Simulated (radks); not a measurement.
Spherical jellium clusters: N electrons in a uniform positive sphere of charge N and radius rs N^(1/3), rs = 3.72 bohr. Calculated with a radial shooting solver with Libxc functionals: non-relativistic Kohn-Sham, PBEsol, spin-polarised, spherical densities. Levels are named by radial order and angular momentum (1s, 1p, 1d, 2s, ...), and open shells are averaged over m. Each electron was tried in the lowest free levels, single moves between levels near the top were tried too, and the lowest total energy was kept; such a search can miss a lower state. Energies include the self-energy of the background; IP and EA are vertical (highest electron removed, lowest free level filled), at fixed background; spill-out counts the electrons outside the background radius R, and alpha is the static dipole polarisability from linear response (closed shells only). A dash means not computed or, for alpha, an open shell; in EA it means that no bound solution was reached, which is typical of self-interaction and does not show that the anion is unstable. Real open-shell clusters deform, which this model forbids.

N,open shells,2S,E/N (eV),E(N+1) + E(N-1) - 2E(N) (eV),-e(HOMO) (eV),spill-out (e)
1,"1s(up 1, down 0)",1,-1.235,-,3.161,0.40
2,none,0,-1.657,1.139,3.353,0.58
3,"1p(up 1, down 0)",1,-1.417,-0.714,2.202,0.89
4,"1p(up 2, down 0)",2,-1.476,-0.494,2.769,1.07
5,"1p(up 3, down 0)",3,-1.610,0.441,3.131,1.20
6,"1p(up 3, down 1)",2,-1.626,-0.476,2.775,1.35
7,"1p(up 3, down 2)",1,-1.706,-0.316,3.133,1.46
8,none,0,-1.805,1.348,3.378,1.56
9,"1d(up 1, down 0)",1,-1.732,-0.308,2.119,1.75
10,"1d(up 2, down 0)",2,-1.704,-0.257,2.415,1.90
11,"1d(up 3, down 0)",3,-1.706,-0.218,2.650,2.03
12,"1d(up 4, down 0)",4,-1.725,-0.187,2.843,2.13
13,"1d(up 5, down 0)",5,-1.755,0.451,3.003,2.23
14,"1d(up 5, down 0) 2s(up 1, down 0)",6,-1.749,-0.221,2.616,2.47
15,"1d(up 5, down 2)",3,-1.759,-0.192,2.793,2.43
16,"1d(up 5, down 3)",2,-1.779,-0.159,2.959,2.52
17,"1d(up 5, down 4)",1,-1.806,-0.137,3.099,2.61
18,none,0,-1.838,0.182,3.218,2.69
19,"2s(up 1, down 0)",1,-1.857,0.292,3.043,2.85
20,none,0,-1.859,0.483,2.826,3.07
21,"1f(up 1, down 0)",1,-1.839,-0.145,2.346,3.17
22,"1f(up 2, down 0)",2,-1.826,-0.131,2.481,3.26
23,"1f(up 3, down 0)",3,-1.821,-0.120,2.601,3.34
24,"1f(up 4, down 0)",4,-1.821,-0.110,2.709,3.42
25,"1f(up 5, down 0)",5,-1.825,-0.101,2.806,3.49
26,"1f(up 6, down 0)",6,-1.833,-0.093,2.894,3.56
27,"1f(up 7, down 0)",7,-1.844,-,2.975,3.62

All shells are closed at N = 2, 8, 18, 20 (there: 1s2 1p6 1d10 2s2); the second difference of the energy has clear peaks (12 % above both neighbours; the first and last values, which can be the largest, are not judged, and half-filled shells can peak too) at N = 5, 8, 13, 20.
